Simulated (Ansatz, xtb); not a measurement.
# Relative energy of two isomers of C3H10InN

Structure X is `CC(C)[NH][InH2]`, a singlet and structure Y is `CC[CH2][InH][NH2]`, a singlet. Both are isolated molecules in the gas phase, relaxed with PBE0-D4/def2-SVP, each in the lowest conformer that the search found.

Estimate E(Y) − E(X) at the level CCSD(T)/def2-SVP + ΔMP2/def2-TZVPP.

Calculated at CCSD(T)/def2-SVP + ΔMP2/def2-TZVPP: E(Y) − E(X) = −32.7 kJ/mol, so structure Y lies lower.

Level by level:

| level | geometry | E(Y) − E(X) (kJ/mol) | departure from the last row (kJ/mol) | job, with rough time for the two |
| --- | --- | --- | --- | --- |
| PBE0-D4/def2-SVP | PBE0-D4/def2-SVP | −14.5 | +18.2 | optimisation, 2.1 min |
| HF/def2-SVP | PBE0-D4/def2-SVP | −15.2 | +17.5 | part of the CCSD(T) run |
| MP2/def2-SVP | PBE0-D4/def2-SVP | −17.8 | +15.0 | part of the CCSD(T) run |
| CCSD(T)/def2-SVP | PBE0-D4/def2-SVP | −12.3 | +20.4 | single point |
| CCSD(T)/def2-SVP + ΔMP2/def2-TZVPP | PBE0-D4/def2-SVP | −32.7 |  | single point, 1.7 min |

As drawn, Y has 1 C–In, 1 N–H in place of 1 C–N, 1 In–H.

The levels shown agree on the order. The largest departure from CCSD(T)/def2-SVP + ΔMP2/def2-TZVPP is that of CCSD(T)/def2-SVP, 20.4 kJ/mol. Levels run at GFN2-xTB geometries aren't shown. The last row adds to CCSD(T) the change of the MP2 difference between the two basis sets, here −20.4 kJ/mol, a large step that makes the value less sure.

With thermal terms from frequencies at re-optimised GFN2-xTB minima (ideal gas, soft modes damped towards free rotors, one conformer each, 298.15 K, 1 atm): the zero-point term adds +4.3 kJ/mol; ΔH is −26.5 and ΔG −31.3 kJ/mol.

The correlated steps freeze 8 core orbitals; the filled d shell of In is correlated, in a basis made for valence electrons. Atoms past krypton carry core potentials in the def2 sets and no spin–orbit term is included. Run with Ansatz 0.2.0, xtb 6.7.1; the last row on 2 threads of Arm Neoverse V2 on a shared host.
